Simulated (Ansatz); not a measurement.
Cost and result for the atomization energy of `CN[Si](N)(F)F` (12 atoms, 11 bonds).

```xyz
12

C     0.493    1.799   -0.530
N     0.260    0.646    0.316
Si   -0.550   -0.767   -0.108
N    -0.065   -2.033    0.892
F    -0.298   -0.956   -1.669
F    -2.138   -0.739    0.009
H     1.508    2.185   -0.397
H    -0.213    2.614   -0.337
H     0.389    1.509   -1.577
H     0.395    0.820    1.299
H    -0.684   -2.799    1.098
H     0.903   -2.279    1.003
```

Charge 0, multiplicity 1. The geometry is a stationary point of PBE0-D4/def2-TZVP. It is one conformer, not always the lowest. Program: Ansatz. All runs use 4 threads of an Arm Neoverse V1 on a shared host. Times are those of one run each, without the atoms' runs, and a repeat can differ threefold. Electronic energies, without spin–orbit coupling; frozen cores. CCSD(T)/CBS adds CCSD(T) − MP2 in def2-TZVPP to the MP2 limit, and its time is that of the two runs behind it. T1 = 0.010. B3LYP takes the VWN-RPA correlation (the form of Gaussian; ORCA's B3LYP/G).

CCSD(T)/CBS is a level of theory with its own doubt, some kJ/mol a heavy atom from the limit and from the frozen cores, so smaller differences don't rank the functionals.

```csv
level,functions,wall time
PBE-D4/def2-TZVPP (with forces),281,3.1 s
PBE0-D4/def2-TZVPP,281,4 s
r2SCAN-D4/def2-TZVPP (with forces),281,6 s
B3LYP-D4/def2-TZVPP (with forces),281,6.5 s
B2PLYP/def2-TZVPP,281,8 s
ωB97X-V/def2-TZVPP,281,10 s
ωB97M-V/def2-TZVPP (with forces),281,15 s
MP2/def2-QZVPP,535,39 s
CCSD(T)/def2-TZVPP,281,7.1 min
CCSD(T)/CBS(def2),–,7.8 min
```

Problem. What atomization energy does each give, and how far from CCSD(T)/CBS? (Estimate.)

Solution. Computed: 
| level | atomization (kcal/mol) | difference from CCSD(T)/CBS | per bond |
| --- | --- | --- | --- |
| PBE-D4/def2-TZVPP (with forces) | 1151.5 | 14.6 | 1.3 |
| PBE0-D4/def2-TZVPP | 1127.6 | -9.3 | -0.8 |
| r2SCAN-D4/def2-TZVPP (with forces) | 1129.8 | -7.1 | -0.6 |
| B3LYP-D4/def2-TZVPP (with forces) | 1133.8 | -3.1 | -0.3 |
| B2PLYP/def2-TZVPP | 1123.0 | -13.9 | -1.3 |
| ωB97X-V/def2-TZVPP | 1137.7 | 0.8 | 0.1 |
| ωB97M-V/def2-TZVPP (with forces) | 1138.3 | 1.4 | 0.1 |
| MP2/def2-QZVPP | 1147.6 | 10.7 | 1.0 |
| CCSD(T)/def2-TZVPP | 1100.9 | -36.0 | -3.3 |
| CCSD(T)/CBS(def2) | 1136.9 | 0.0 | 0.0 |

The D4 term adds +9.4 kcal/mol with B3LYP and +4.9 kcal/mol with PBE0; it sums over pairs of atoms, weighted by their polarisabilities, and B3LYP, whose exchange is more repulsive, gets the larger term. From PBE to PBE0 (25 % exact exchange), in def2-TZVPP and without D4, the atomization energy moves by −22.9 kcal/mol: exact exchange takes away binding that semilocal exchange gives to molecules. In def2-TZVPP, CCSD(T) changes the Hartree–Fock value by +291.1 kcal/mol (the triples alone add +16.0 kcal/mol) and MP2 by +315.8 kcal/mol; breaking electron pairs costs correlation energy, which Hartree–Fock lacks.
